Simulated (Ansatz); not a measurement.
```xyz
2

S     0.0000    0.0000   -1.0281
S     0.0000    0.0000    1.0281
```

Basis set: cc-pVTZ (spherical functions). Correlated methods keep 10 orbitals frozen. Charge 0, multiplicity 3.

Computed with Ansatz (development build ahead of 0.2.0); each method stands on the lowest determinant of its kind that the runs found.

Problem. Give the atomization energy at this shape (free ground-state atoms in the same class of orbitals less the molecule, no zero-point energy) of triplet S₂ by UHF-MP2, UHF.

Solution.

| method | atomization energy |
| --- | --- |
| UHF-MP2 | 3.66 eV |
| UHF | 1.68 eV |

Caution: the shape is not the minimum.
